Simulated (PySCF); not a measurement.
Electron correlation in Ne²⁺ (neon, charge +2)

[He] 2s2 2p3 3s1, high-spin 5S determinant (an excited configuration). All numbers are calculated (PySCF 2.14, the non-relativistic Hamiltonian (point nucleus), in dyall-av3z (15s9p3d2f, 71 functions)). Frozen: 1s2; 6 electrons correlated; the 13 highest virtual orbitals of each spin left out.

| level | correlation energy (mhartree) |
| --- | --- |
| CCSD | -135.10 |
| (T) | -1.66 |
| CCSD(T) | -136.76 |

Diagnostics: T1 = 0.0054, D1 = 0.0175, largest double amplitude 0.039.

The outer electron is Rydberg-like, and this basis confines it to a smaller radius and binds it less than a complete one would.

Cost of the coupled-cluster step: about 3 core-seconds, for 6 correlated electrons.
